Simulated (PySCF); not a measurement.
BrPb, neutral, multiplicity 2. Atoms are numbered in the order given.

```xyz
2

Pb     0.0000     0.0000    -0.7863
Br     0.0000     0.0000     1.8423
```
Charge 0, spin multiplicity 2.

Geometry: PBE-D3(BJ)/def2-TZVP. The spin state was assumed, not searched. The def2 effective core potentials stand for the cores of Pb; spin–orbit coupling is left out.

These are PBE0/def2-TZVPD (PySCF) values and carry that method's errors.

Mulliken values depend strongly on the basis, most of all with diffuse functions as here. ESP charges are fitted to the potential on shells at 1.4 to 2.0 van der Waals radii. Atomic charges (e):

```tsv
atom	Mulliken	ESP fit	Mulliken spin
Pb1	0.36	0.29	1.02
Br2	-0.36	-0.29	-0.02
```
